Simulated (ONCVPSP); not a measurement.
## Cutoff test, Pd, ONCV

```
Element                 : Pd (Z = 46)
Generator               : ONCVPSP 4.0.1
Type                    : optimised norm-conserving Vanderbilt (ONCV)
Functional              : LDA (Perdew-Wang 92)
Relativity              : scalar-relativistic
Frozen core             : [Ar] 3d10
Valence charge          : 18
Reference configuration : 4s2 4p6 4d10
Partial waves           : 4s: rc 1.65 bohr, ncon 4, nbas 8, qcut 7.1 1/bohr, 2 projectors, debl 2 Ha; 4p: rc 1.35 bohr, ncon 5, nbas 8, qcut 11.9 1/bohr, 1 projector; 4d: rc 1.85 bohr, ncon 5, nbas 10, qcut 9.3 1/bohr, 2 projectors, debl 1.2 Ha
Local potential         : polynomial inside 0.85 bohr (lpopt 3, dvloc0 4 Ha)
Core correction         : Teter function, fcfact 2, rcfact 1.4
```

In the s channel the program set the typed energies aside and used -3.140, 0.250 Ha.

Problem. For each optimised wave give the share of its norm inside rc, the residual kinetic energy above qcut (Ha) and the cutoffs (Ha) for errors of 10, 1, 0.1 and 0.01 mHa per electron.

Solution.

```json
{"wave": "4s", "norm inside rc": "0.969", "residual KE": "8.8e-06", "10 mHa": "11.6", "1 mHa": "18.0", "0.1 mHa": "21.7", "0.01 mHa": "25.9"}
{"wave": "s projector 2", "norm inside rc": "0.037", "residual KE": "8.2e-06", "10 mHa": "4.7", "1 mHa": "15.2", "0.1 mHa": "20.7", "0.01 mHa": "25.2"}
{"wave": "4p", "norm inside rc": "0.810", "residual KE": "1.1e-06", "10 mHa": "37.5", "1 mHa": "49.1", "0.1 mHa": "57.7", "0.01 mHa": "64.4"}
{"wave": "4d", "norm inside rc": "0.716", "residual KE": "8.5e-08", "10 mHa": "21.5", "1 mHa": "27.5", "0.1 mHa": "32.6", "0.01 mHa": "36.5"}
{"wave": "d projector 2", "norm inside rc": "0.172", "residual KE": "2.0e-07", "10 mHa": "21.1", "1 mHa": "27.6", "0.1 mHa": "33.2", "0.01 mHa": "37.4"}
```

The occupied waves need 49 Ha and 58 Ha for 1 and 0.1 mHa. 1 of 4 tests not solved or not reliable.
